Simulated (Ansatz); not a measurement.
`C[SiH2]O` + `SS` → `O[SiH2]SS` + CH₄  (ligand exchange at the Si–C bond)

Calculated with Ansatz (gas phase, PBE0-D4/def2-TZVP geometries, no zero-point term in ΔE). CCSD(T)/CBS is the MP2 limit (def2-TZVPP, def2-QZVPP) plus CCSD(T) − MP2 in def2-TZVPP, frozen cores. This one scheme is used for every species. Functionals use def2-TZVPP. HSE06 is defined as in plane-wave codes. One conformer a species, not always the lowest.

**Question.** Is it downhill or uphill in electronic energy at CCSD(T)/CBS, and by how much? (Best estimate.)

**Answer.** Ansatz gave: Downhill: ΔE = -0.76 eV.

**Question.** What do these levels give: LDA (SPW92), r2SCANh-D4, PBE-QIDH, HSE06, CCSD/def2-SVP, CCSD(T)/def2-SVP? (Best estimate.)

**Answer.** The calculation gave: LDA (SPW92) -0.77, r2SCANh-D4 -0.79, PBE-QIDH -0.77, HSE06 -0.74, CCSD/def2-SVP -0.72, CCSD(T)/def2-SVP -0.74 eV.

Largest T1 diagnostic among the species: 0.012.

The D4 term adds −0.08 eV with B3LYP and −0.04 eV with PBE0; it sums over pairs of atoms, weighted by their polarisabilities, and B3LYP, whose exchange is more repulsive, gets the larger term. Leaving LDA and LC-ωPBE aside and taking each functional with its dispersion term where it has one, the values, not all of them listed here, spread over 0.09 eV, from revPBE-D4 to CAM-B3LYP-D4.

B3LYP here is the variant with VWN-RPA as its local correlation; programs differ in this.
